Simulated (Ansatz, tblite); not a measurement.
Spin states of the cluster Ag2Sn (the lowest singlet isomer of a short search), each relaxed with B3LYP-D4/def2-TZVP in Ansatz. Electronic energies in the gas phase.

In the def2 sets Ag, Sn take a core potential; there is no spin–orbit coupling. The xTB rows come from tblite. B3LYP takes the VWN-RPA correlation. HSE06 is defined as in plane-wave codes, on full-range PBE exchange. Correlated methods freeze 4 core orbitals; core or outer-core shells of Ag, Sn are correlated, in sets that lack core-valence functions. The structure comes from a short search, and lower isomers may exist.

Singlet geometry (C2v within 0.1 Å):

```csv
atom,x (Å),y (Å),z (Å)
Ag1,-0.625,-0.292,1.600
Ag2,-0.362,-0.736,-1.538
Sn3,0.987,1.028,-0.063
```

Triplet geometry (C2v within 0.1 Å):

```xyz
3

Ag    0.2875   -0.6826    1.3984
Ag   -1.5055    0.2192   -0.4351
Sn    1.2180    0.4634   -0.9632
```

Quintet geometry (C2v within 0.1 Å):

| atom | x (Å) | y (Å) | z (Å) |
| --- | --- | --- | --- |
| Ag1 | -0.666 | -1.311 | -0.778 |
| Ag2 | 1.456 | -0.182 | 0.783 |
| Sn3 | -0.790 | 1.493 | -0.005 |

⟨S²⟩: triplet 2.01 at PBE0-D4/def2-TZVP (pure 2.00), quintet 6.00 at PBE0-D4/def2-TZVP (pure 6.00).

Run but left out: HF/STO-3G, BHLYP-D4/def2-TZVP, B2PLYP/def2-TZVP (singlet: restricted singlet, unstable in another Hartree–Fock run and untested here).

Only these spin states were relaxed.

```json
{"level": "GFN1-xTB", "triplet − singlet (kJ/mol)": "51.9", "quintet − singlet (kJ/mol)": "286.7", "lowest of these": "singlet"}
{"level": "PBE-D4/def2-TZVP", "triplet − singlet (kJ/mol)": "39.9", "quintet − singlet (kJ/mol)": "277.6", "lowest of these": "singlet"}
{"level": "PBE0-D4/def2-TZVP", "triplet − singlet (kJ/mol)": "25.2", "quintet − singlet (kJ/mol)": "240.2", "lowest of these": "singlet"}
{"level": "r2SCAN0-D4/def2-TZVP", "triplet − singlet (kJ/mol)": "12.5", "quintet − singlet (kJ/mol)": "219.1", "lowest of these": "singlet"}
{"level": "HSE06-D4/def2-TZVP", "triplet − singlet (kJ/mol)": "25.4", "quintet − singlet (kJ/mol)": "240.3", "lowest of these": "singlet"}
```

(1) Estimate the rows for GFN2-xTB, r2SCAN-D4/def2-TZVP, B3LYP-D4/def2-TZVP, RPA@PBE/def2-TZVP.

Results:

(1) 
| level | triplet − singlet (kJ/mol) | quintet − singlet (kJ/mol) | lowest of these |
| --- | --- | --- | --- |
| GFN2-xTB | 57.9 | 356.1 | singlet |
| r2SCAN-D4/def2-TZVP | 21.4 | 246.8 | singlet |
| B3LYP-D4/def2-TZVP | 40.3 | 271.4 | singlet |
| RPA@PBE/def2-TZVP | 27.9 | 233.3 | singlet |

The xTB methods have no spin-polarisation term.
